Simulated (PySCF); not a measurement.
Br2Pb, neutral, multiplicity 1. Atoms are numbered in the order given.

```xyz
3

Pb     0.0000     0.0000     0.7746
Br     0.0000     2.0510    -0.9074
Br     0.0000    -2.0510    -0.9074
```
Charge 0, spin multiplicity 1.

Coordinates come from a B3LYP-D3(BJ)/def2-SVP optimisation. The isomer is the one that the SMILES or the coordinates give; other isomers of the formula were not compared. The def2 effective core potentials stand for the cores of Pb; spin–orbit coupling is left out.

All values below come from PBE/def2-TZVPD run with PySCF.

Symmetry labels are those of the subgroup C2v that the program uses (full group C2v).

Computed valence orbital energies around the gap with their symmetry:
```
orbital  symmetry  energy (eV)
-------  --------  -----------
HOMO−7         B2       -18.35
HOMO−6         A1       -13.24
HOMO−5         B2        -8.23
HOMO−4         A1        -7.58
HOMO−3         B1        -7.35
HOMO−2         A2        -6.97
HOMO−1         A1        -6.78
HOMO           B2        -6.75
LUMO           B1        -3.96
LUMO+1         A1        -2.31
LUMO+2         B2        -1.91
LUMO+3         A1        -0.41
```
